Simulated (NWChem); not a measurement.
C₄H₉Cl; SMILES CCCCCl

```xyz
14

C     -0.4567     2.7260     0.1561
C     -0.3087     1.3161    -0.3932
C      0.7845     0.5153     0.3008
C      0.9602    -0.8970    -0.2158
Cl    -0.4893    -1.9162     0.0722
H      0.4744     3.3049     0.0424
H     -0.7064     2.7130     1.2293
H     -1.2551     3.2782    -0.3622
H     -1.2621     0.7712    -0.2941
H     -0.0945     1.3573    -1.4762
H      0.5914     0.4772     1.3869
H      1.7566     1.0281     0.1789
H      1.7975    -1.4048     0.2816
H      1.1404    -0.9117    -1.3008
```
Atoms are numbered in this order, from 1.

Results from NWChem. Pople sets run with spherical d functions. All runs use the structure optimised with PBE0/def2-SVP. Total energies compare along this basis series because the functional is fixed.

```json
[
 {"level": "B3LYP/STO-3G", "basis functions": "38", "energy (Ha)": "-611.1608", "highest occupied level (eV)": "-6.11", "orbital gap (eV)": "10.35", "dipole (D)": "2.24"},
 {"level": "B3LYP/3-21G", "basis functions": "67", "energy (Ha)": "-614.9962", "highest occupied level (eV)": "-7.86", "orbital gap (eV)": "9.08", "dipole (D)": "2.32"},
 {"level": "B3LYP/6-31G*", "basis functions": "92", "energy (Ha)": "-618.0467", "highest occupied level (eV)": "-7.85", "orbital gap (eV)": "8.89", "dipole (D)": "2.09"},
 {"level": "B3LYP/6-31+G*", "basis functions": "112", "energy (Ha)": "-618.0531", "highest occupied level (eV)": "-8.02", "orbital gap (eV)": "8.10", "dipole (D)": "2.15"},
 {"level": "B3LYP/def2-SVP", "basis functions": "119", "energy (Ha)": "-617.8079", "highest occupied level (eV)": "-7.73", "orbital gap (eV)": "8.93", "dipole (D)": "1.79"},
 {"level": "B3LYP/def2-SVPD", "basis functions": "179", "energy (Ha)": "-617.8277", "highest occupied level (eV)": "-8.07", "orbital gap (eV)": "8.36", "dipole (D)": "2.07"},
 {"level": "B3LYP/def2-TZVP", "basis functions": "215", "energy (Ha)": "-618.1451", "highest occupied level (eV)": "-7.97", "orbital gap (eV)": "8.59", "dipole (D)": "1.97"},
 {"level": "B3LYP/6-311++G**", "basis functions": "181", "energy (Ha)": "-618.1285", "highest occupied level (eV)": "-8.04", "orbital gap (eV)": "7.75", "dipole (D)": "2.10"}
]
```
